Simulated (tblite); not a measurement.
Species: C₆H₁₀N₂.
Bonds: C1–N2, N2–C3, C3–C4 (aromatic), C4–C5 (aromatic), C5–N6 (aromatic), N6–C7, N6–C8 (aromatic), C3–C8 (aromatic). Hydrogens: H9, H10, H11 on C1; H12 on N2; H13 on C4; H14 on C5; H15, H16, H17 on C7; H18 on C8.

Computed with GFN2-xTB (tblite), gas phase: Langevin dynamics at 600 K from the optimised GFN2-xTB geometry, time step 0.5 fs, friction 0.01 fs⁻¹, 2000 steps.

Start geometry:
```
atom  x, y, z in Å
C1      2.735    0.637   -0.482
N2      1.981   -0.592   -0.560
C3      0.642   -0.559   -0.172
C4     -0.121   -1.690    0.202
C5     -1.401   -1.257    0.430
N6     -1.455    0.079    0.219
C7     -2.614    0.915    0.334
C8     -0.211    0.518   -0.148
H9      2.291    1.367   -1.158
H10     3.757    0.445   -0.806
H11     2.761    1.072    0.528
H12     2.466   -1.378   -0.147
H13     0.238   -2.696    0.288
H14    -2.269   -1.811    0.731
H15    -2.438    1.723    1.050
H16    -2.868    1.361   -0.632
H17    -3.459    0.320    0.678
H18    -0.042    1.553   -0.367
```

The statistics below take the 31 frames saved every 25 fs from 250 to 1000 fs; their kinetic temperature (all 3N coordinates) averages 493 K.

Task: Give the mean, spread and extremes of the bond lengths.

Result: 
```csv
bond,start (Å),mean (Å),standard deviation (Å),shortest (Å),longest (Å)
C1–N2,1.444,1.449,0.030,1.383,1.509
N2–C3,1.394,1.408,0.033,1.354,1.484
C3–C4,1.414,1.409,0.035,1.349,1.489
C4–C5,1.369,1.384,0.033,1.330,1.443
C5–N6,1.353,1.362,0.026,1.307,1.403
N6–C7,1.433,1.428,0.030,1.371,1.507
N6–C8,1.369,1.375,0.022,1.341,1.433
C3–C8,1.374,1.395,0.030,1.342,1.456
C1–H9,1.090,1.102,0.035,1.047,1.180
C1–H10,1.089,1.097,0.051,1.004,1.189
C1–H11,1.100,1.103,0.038,1.020,1.162
N2–H12,1.012,1.015,0.035,0.946,1.103
C4–H13,1.072,1.079,0.029,1.027,1.134
C5–H14,1.073,1.078,0.022,1.043,1.124
C7–H15,1.094,1.106,0.042,1.057,1.224
C7–H16,1.094,1.096,0.041,1.008,1.189
C7–H17,1.089,1.102,0.033,1.041,1.154
C8–H18,1.071,1.074,0.030,0.998,1.123
```

Task: Give the same statistics for bond angles, one of each kind among heavy atoms.

Result: 
```tsv
angle	start (°)	mean (°)	standard deviation (°)	smallest (°)	largest (°)
C1–N2–C3	117.8	120.2	5.7	111.1	133.2
N2–C3–C4	125.0	125.2	4.3	115.9	133.1
N2–C3–C8	128.3	126.9	4.9	118.4	137.5
C4–C3–C8	106.7	106.9	2.4	102.2	110.3
C3–C4–C5	107.2	107.0	2.6	101.6	113.2
C4–C5–N6	108.9	108.8	2.2	102.8	112.0
C5–N6–C7	126.6	124.8	3.9	117.3	132.5
C5–N6–C8	108.8	108.7	2.2	105.4	113.4
C7–N6–C8	124.6	125.0	4.2	116.6	132.5
C3–C8–N6	108.5	107.9	2.5	102.3	112.5
```

Task: How far does each atom move about its mean position (frames aligned on the start, all atoms weighted alike), and what rms force does it feel?

Result: 
| atom | rms displacement (Å) | rms force (eV/Å) |
| --- | --- | --- |
| C1 | 0.15 | 2.79 |
| N2 | 0.32 | 2.09 |
| C3 | 0.19 | 2.40 |
| C4 | 0.19 | 2.26 |
| C5 | 0.19 | 1.83 |
| N6 | 0.14 | 2.36 |
| C7 | 0.14 | 2.40 |
| C8 | 0.23 | 2.08 |
| H9 | 1.02 | 1.15 |
| H10 | 0.96 | 1.68 |
| H11 | 1.04 | 1.26 |
| H12 | 0.34 | 1.41 |
| H13 | 0.31 | 1.10 |
| H14 | 0.38 | 0.97 |
| H15 | 1.03 | 1.33 |
| H16 | 0.90 | 1.43 |
| H17 | 0.94 | 1.19 |
| H18 | 0.41 | 1.18 |

The displacements run from 0.14 to 1.04 Å, the largest at H11.

Task: How widely does the potential energy scatter, against a harmonic estimate?

Result: Mean 0.98 eV above the start, standard deviation 0.199 eV, range 0.54 to 1.34 eV. For 48 classical harmonic modes at 600 K the canonical values are 48kT/2 = 1.24 eV and kT·√(48/2) = 0.253 eV.

The run is classical and short, so these are rough statistics of one trajectory.

What follows is the cost of the whole dynamics run. The run took 13 s on Arm Neoverse V1, one thread, no GPU, shared host, and the process peaked at 0.18 GiB of memory.
